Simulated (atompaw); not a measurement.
u(r) = r·R(r): atom against pseudo-atom (lead)

Columns: radius, all-electron u(r) and pseudo u(r) of the 6p shell (level -10.15 eV) of lead in the configuration [Xe] 4f14 5d10 6s2 6p1; LDA (PW92), scalar-relativistic, PAW (atompaw) scheme, atompaw 4.2.0.5.

```json
{"r (bohr)": "0.088", "all-electron": "-0.0673", "pseudo": "0.0013"}
{"r (bohr)": "0.177", "all-electron": "-0.0564", "pseudo": "0.0054"}
{"r (bohr)": "0.265", "all-electron": "0.1476", "pseudo": "0.0122"}
{"r (bohr)": "0.354", "all-electron": "0.1731", "pseudo": "0.0219"}
{"r (bohr)": "0.442", "all-electron": "0.0540", "pseudo": "0.0343"}
{"r (bohr)": "0.531", "all-electron": "-0.1002", "pseudo": "0.0498"}
{"r (bohr)": "0.619", "all-electron": "-0.2200", "pseudo": "0.0682"}
{"r (bohr)": "0.708", "all-electron": "-0.2849", "pseudo": "0.0898"}
{"r (bohr)": "0.796", "all-electron": "-0.2951", "pseudo": "0.1142"}
{"r (bohr)": "0.885", "all-electron": "-0.2622", "pseudo": "0.1419"}
{"r (bohr)": "0.973", "all-electron": "-0.2001", "pseudo": "0.1722"}
{"r (bohr)": "1.062", "all-electron": "-0.1193", "pseudo": "0.2055"}
{"r (bohr)": "1.150", "all-electron": "-0.0309", "pseudo": "0.2408"}
{"r (bohr)": "1.238", "all-electron": "0.0594", "pseudo": "0.2779"}
{"r (bohr)": "1.327", "all-electron": "0.1481", "pseudo": "0.3170"}
{"r (bohr)": "1.415", "all-electron": "0.2304", "pseudo": "0.3563"}
{"r (bohr)": "1.504", "all-electron": "0.3063", "pseudo": "0.3962"}
{"r (bohr)": "1.592", "all-electron": "0.3734", "pseudo": "0.4348"}
{"r (bohr)": "1.681", "all-electron": "0.4330", "pseudo": "0.4725"}
{"r (bohr)": "1.769", "all-electron": "0.4836", "pseudo": "0.5074"}
{"r (bohr)": "1.858", "all-electron": "0.5270", "pseudo": "0.5399"}
{"r (bohr)": "1.946", "all-electron": "0.5625", "pseudo": "0.5686"}
{"r (bohr)": "2.035", "all-electron": "0.5915", "pseudo": "0.5938"}
{"r (bohr)": "2.123", "all-electron": "0.6139", "pseudo": "0.6145"}
{"r (bohr)": "2.212", "all-electron": "0.6309", "pseudo": "0.6309"}
{"r (bohr)": "2.300", "all-electron": "0.6426", "pseudo": "0.6426"}
```

Problem. How many radial nodes do the two functions have?

Solution. The all-electron 6p function has n − l − 1 = 4 (the table is too coarse to show those close to the nucleus); the pseudo-wave has 0, since the states of the same l below it are removed with the core.

Problem. Is the pseudo-wave norm-conserving?

Solution. No, it belongs to a PAW set: the norm inside the radius is not constrained, and the difference is carried by the augmentation charge.
